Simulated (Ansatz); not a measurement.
C2H9GaGeO, SMILES `[CH3][GeH2][O][CH2][GaH2]`, 14 atoms. Total charge 0; spin multiplicity 1. Correlated methods include outer-core shells of Ga, Ge, which these sets cover unevenly. Scalar relativity is left out up to krypton. All runs use 4 threads of a server CPU on a shared host. Correlated methods freeze the cores.

Problem. Give the basis size and wall time and peak host memory of each of these runs in Ansatz. RKS PBE0-D4/def2-QZVPP energy; RKS PBE0-D4/def2-TZVP frequencies; RKS ωB97M-V/def2-SVP energy; RKS PBE0-D4/def2-SVP energy; RHF-CCSD(T)/def2-SVP energy; RKS PBE0-D4/def2-TZVP relaxation (38 steps); RKS CAM-B3LYP-D4/def2-TZVPP energy; RKS ωB97M-V/def2-QZVPP energy; RKS revPBE-D4/def2-TZVPP energy; direct RPA on PBE orbitals/def2-TZVPP energy; RKS LC-ωPBE/def2-TZVPP energy; RHF-MP2/def2-TZVPP energy. (Best estimate.)

Solution. Computed: Other jobs shared the machine, so times are rough.

```tsv
level	job	functions	wall time	peak host memory (GiB)
RKS PBE0-D4/def2-SVP	energy	151	2.6 s	0.46
RKS revPBE-D4/def2-TZVPP	energy	315	4.1 s	0.54
RKS LC-ωPBE/def2-TZVPP	energy	315	5.5 s	0.82
RKS CAM-B3LYP-D4/def2-TZVPP	energy	315	8.5 s	1.4
RHF-MP2/def2-TZVPP	energy	315	8.5 s	1.1
RKS ωB97M-V/def2-SVP	energy	151	11 s	0.66
direct RPA on PBE orbitals/def2-TZVPP	energy	315	11 s	0.97
RKS PBE0-D4/def2-QZVPP	energy	619	25 s	3.2
RHF-CCSD(T)/def2-SVP	energy	151	38 s	1.3
RKS ωB97M-V/def2-QZVPP	energy	619	47 s	3.8
RKS PBE0-D4/def2-TZVP	relaxation (38 steps)	243	4.3 min	0.94
RKS PBE0-D4/def2-TZVP	frequencies	243	6.8 min	0.94
```

LC-ωPBE has ω = 0.4 bohr⁻¹.
